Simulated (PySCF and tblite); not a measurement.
Values are calculated unless marked as measured or tabulated.
2 regioisomers of C4H3BrO:

```csv
isomer,SMILES
A,[Br:1][c:2]1[cH:3][cH:4][o:5][cH:6]1
B,[Br:1][c:2]1[cH:3][cH:4][cH:5][o:6]1
```

Each isomer is a Boltzmann average at 298.15 K over at most 6 conformers: GFN2-xTB geometries, energies PBE0/pcSseg-1 (IEF-PCM, acetonitrile) (D3(BJ) added where defined), GFN2-xTB thermal terms. Programs: PySCF with density fitting and tblite.

Problem. Rank the isomers by free energy at 298.15 K.

Solution. 
| isomer | ΔG (kcal/mol) | ΔE, lowest conformer | conformers | largest weight % | rms dipole (D) |
| --- | --- | --- | --- | --- | --- |
| A | 0.0 | 0.0 | 1 | 100 | 1.41 |
| B | 1.0 | 1.0 | 1 | 100 | 2.06 |
